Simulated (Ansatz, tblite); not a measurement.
Cost and result up the ladder for SbF₃ (4 atoms). The state is a singlet with charge 0. Geometry: B3LYP-D4/def2-TZVP.

```xyz
4

Sb    0.5193    0.4318   -0.3225
F    -1.2238    0.2469   -1.0609
F    -0.0858    0.7549    1.4516
F     0.7903   -1.4336   -0.0682
```

Ansatz on 4 threads of Arm Neoverse V2 on a shared host; xTB runs through tblite on one thread. Times are rough, summed over both states, and most runs start from the orbitals of an earlier one. CCSD(T)/def2-TZVPP serves as the yardstick here, not as an exact answer. The other state is a doublet.

In the def2 sets Sb takes a core potential; there is no spin–orbit coupling. The xTB rows come from tblite. Correlated methods freeze 7 core orbitals; core or outer-core shells of Sb are correlated, in sets that lack core-valence functions.

Correlated methods converge slowly with the basis.

Raw xTB energies of ions are shifted by several eV.

```json
{"level": "GFN2-xTB", "functions": "21", "wall time": "0.004 s", "vertical IE (eV)": "17.60", "difference from CCSD(T)/def2-TZVPP (eV)": "5.18"}
{"level": "GFN1-xTB", "functions": "21", "wall time": "0.005 s", "vertical IE (eV)": "18.80", "difference from CCSD(T)/def2-TZVPP (eV)": "6.39"}
{"level": "PBE-D4/def2-TZVP", "functions": "143", "wall time": "2.4 s", "vertical IE (eV)": "11.89", "difference from CCSD(T)/def2-TZVPP (eV)": "-0.52"}
{"level": "PBE0-D4/def2-TZVP", "functions": "143", "wall time": "3.4 s", "vertical IE (eV)": "12.27", "difference from CCSD(T)/def2-TZVPP (eV)": "-0.14"}
{"level": "r2SCAN-D4/def2-TZVP (with forces)", "functions": "143", "wall time": "5.3 s", "vertical IE (eV)": "12.11", "difference from CCSD(T)/def2-TZVPP (eV)": "-0.31"}
{"level": "CCSD(T)/def2-TZVPP", "functions": "143", "wall time": "51 s", "vertical IE (eV)": "12.41", "difference from CCSD(T)/def2-TZVPP (eV)": "0.00"}
```
